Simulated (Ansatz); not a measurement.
Consider the redistribution: `[CH3][In]([CH3])[SeH]` + `[CH3][SnH]([CH3])[Cl]` → `[CH3][In]([Cl])[SeH]` + `[CH3][SnH]([CH3])[CH3]`.

Gas-phase electronic energies from Ansatz, PBE0-D4/def2-TZVP geometries. CCSD(T)/CBS is the MP2 limit (def2-TZVPP, def2-QZVPP) plus CCSD(T) − MP2 in def2-TZVPP, frozen cores. Functionals use def2-TZVPP. B3LYP here is the variant with VWN-RPA as its local correlation; programs differ in this. HSE06 is defined as in plane-wave codes. Elements past krypton have def2 core potentials. For In, Se, Sn outer-core shells are correlated without core-valence functions, which leaves a few kJ/mol of doubt a bond. Scalar relativity is left out up to krypton. Each species was taken in one conformer, which may not be the lowest.

```json
{"level": "LDA (SPW92)", "ΔE (kJ/mol)": "-19.4", "difference from CCSD(T)/CBS": "2.7"}
{"level": "PBE-D4", "ΔE (kJ/mol)": "-19.7", "difference from CCSD(T)/CBS": "2.4"}
{"level": "revPBE-D4", "ΔE (kJ/mol)": "-20.2", "difference from CCSD(T)/CBS": "1.9"}
{"level": "BLYP-D4", "ΔE (kJ/mol)": "-19.8", "difference from CCSD(T)/CBS": "2.3"}
{"level": "r2SCAN-D4", "ΔE (kJ/mol)": "-20.9", "difference from CCSD(T)/CBS": "1.2"}
{"level": "B97M-V", "ΔE (kJ/mol)": "-22.3", "difference from CCSD(T)/CBS": "-0.2"}
{"level": "B3LYP-D4", "ΔE (kJ/mol)": "-20.6", "difference from CCSD(T)/CBS": "1.5"}
{"level": "r2SCANh-D4", "ΔE (kJ/mol)": "-21.2", "difference from CCSD(T)/CBS": "0.9"}
{"level": "r2SCAN0-D4", "ΔE (kJ/mol)": "-21.6", "difference from CCSD(T)/CBS": "0.5"}
{"level": "HSE06-D4", "ΔE (kJ/mol)": "-20.9", "difference from CCSD(T)/CBS": "1.2"}
{"level": "BHLYP-D4", "ΔE (kJ/mol)": "-22.0", "difference from CCSD(T)/CBS": "0.1"}
{"level": "CAM-B3LYP-D4", "ΔE (kJ/mol)": "-20.8", "difference from CCSD(T)/CBS": "1.3"}
{"level": "ωB97X-V", "ΔE (kJ/mol)": "-20.8", "difference from CCSD(T)/CBS": "1.3"}
{"level": "ωB97M-V", "ΔE (kJ/mol)": "-20.4", "difference from CCSD(T)/CBS": "1.7"}
{"level": "B2PLYP", "ΔE (kJ/mol)": "-21.4", "difference from CCSD(T)/CBS": "0.7"}
{"level": "PBE-QIDH", "ΔE (kJ/mol)": "-22.3", "difference from CCSD(T)/CBS": "-0.2"}
{"level": "PBE", "ΔE (kJ/mol)": "-19.5", "difference from CCSD(T)/CBS": "2.6"}
{"level": "revPBE", "ΔE (kJ/mol)": "-19.5", "difference from CCSD(T)/CBS": "2.6"}
{"level": "r2SCAN", "ΔE (kJ/mol)": "-20.8", "difference from CCSD(T)/CBS": "1.3"}
{"level": "PBE0", "ΔE (kJ/mol)": "-20.7", "difference from CCSD(T)/CBS": "1.4"}
{"level": "B3LYP", "ΔE (kJ/mol)": "-20.4", "difference from CCSD(T)/CBS": "1.7"}
{"level": "r2SCANh", "ΔE (kJ/mol)": "-21.1", "difference from CCSD(T)/CBS": "1.0"}
{"level": "r2SCAN0", "ΔE (kJ/mol)": "-21.5", "difference from CCSD(T)/CBS": "0.6"}
{"level": "BHLYP", "ΔE (kJ/mol)": "-21.9", "difference from CCSD(T)/CBS": "0.2"}
{"level": "CAM-B3LYP", "ΔE (kJ/mol)": "-20.7", "difference from CCSD(T)/CBS": "1.4"}
{"level": "LC-ωPBE", "ΔE (kJ/mol)": "-20.8", "difference from CCSD(T)/CBS": "1.3"}
{"level": "RPA@PBE/def2-TZVPP", "ΔE (kJ/mol)": "-22.9", "difference from CCSD(T)/CBS": "-0.8"}
{"level": "HF/def2-SVP", "ΔE (kJ/mol)": "-28.4", "difference from CCSD(T)/CBS": "-6.3"}
{"level": "MP2/def2-SVP", "ΔE (kJ/mol)": "-29.7", "difference from CCSD(T)/CBS": "-7.6"}
{"level": "CCSD/def2-SVP", "ΔE (kJ/mol)": "-29.6", "difference from CCSD(T)/CBS": "-7.5"}
{"level": "CCSD(T)/def2-SVP", "ΔE (kJ/mol)": "-29.9", "difference from CCSD(T)/CBS": "-7.8"}
{"level": "HF/def2-TZVPP", "ΔE (kJ/mol)": "-24.3", "difference from CCSD(T)/CBS": "-2.2"}
{"level": "MP2/def2-TZVPP", "ΔE (kJ/mol)": "-22.2", "difference from CCSD(T)/CBS": "-0.1"}
{"level": "SCS-MP2/def2-TZVPP", "ΔE (kJ/mol)": "-22.3", "difference from CCSD(T)/CBS": "-0.2"}
{"level": "CCSD(T)/def2-TZVPP", "ΔE (kJ/mol)": "-23.1", "difference from CCSD(T)/CBS": "-1.0"}
{"level": "HF/def2-QZVPP", "ΔE (kJ/mol)": "-23.0", "difference from CCSD(T)/CBS": "-0.9"}
{"level": "MP2/def2-QZVPP", "ΔE (kJ/mol)": "-21.2", "difference from CCSD(T)/CBS": "0.9"}
{"level": "SCS-MP2/def2-QZVPP", "ΔE (kJ/mol)": "-21.3", "difference from CCSD(T)/CBS": "0.8"}
{"level": "MP2/CBS(def2)", "ΔE (kJ/mol)": "-21.2", "difference from CCSD(T)/CBS": "0.9"}
{"level": "CCSD/CBS(def2)", "ΔE (kJ/mol)": "-22.1", "difference from CCSD(T)/CBS": "0.0"}
{"level": "CCSD(T)/CBS", "ΔE (kJ/mol)": "-22.1", "difference from CCSD(T)/CBS": "0"}
```

Largest T1 diagnostic among the species: 0.011.

At CCSD(T), def2-SVP lies −7.8 kJ/mol from the extrapolated value and def2-TZVPP −1.0 kJ/mol. Leaving LDA and LC-ωPBE aside and taking each functional with its dispersion term where it has one, the values spread over 2.6 kJ/mol, from PBE-QIDH to PBE-D4.

CCSD(T)/CBS has its own doubt, a few kJ/mol and more with outer-core shells, so smaller differences from it don't rank the levels.
